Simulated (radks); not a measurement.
Neutral beryllium inside a hard spherical wall (all orbitals vanish at R), configuration held at [He] 2s2 and not refilled when levels cross. Method: non-relativistic Kohn-Sham, LDA (Slater exchange, Perdew-Wang correlation), spin-polarised, spherical densities, point nucleus; computed with a radial shooting solver on a logarithmic mesh with Libxc functionals. Eigenvalues in eV for spin up, with the zero of energy where the potential of the charges vanishes at infinity; a dash marks a level that is unbound or too diffuse for the functional's potential to be trusted. A positive occupied level is held by the wall or, in an anion where self-interaction has pushed it up, behind a barrier. The pressure on the wall is -dE/dV.

R (bohr),E (hartree),kinetic (hartree),e(1s),e(2s),"e(2p, empty)","e(3s, empty)",pressure (GPa)
free,-14.44647,14.309,-104.93,-5.599,-2.101,-0.034,0
20,-14.44647,14.309,-104.93,-5.599,-2.101,0.070,< 0.0001
15,-14.44647,14.309,-104.93,-5.599,-2.101,0.277,< 0.0001
12,-14.44646,14.309,-104.93,-5.598,-2.095,0.688,0.000236
6,-14.42822,14.418,-103.82,-4.840,-1.001,8.817,1.40
4,-14.25170,15.051,-99.267,-0.626,3.719,31.129,34.6
3,-13.75592,16.374,-92.683,8.557,12.267,69.359,240
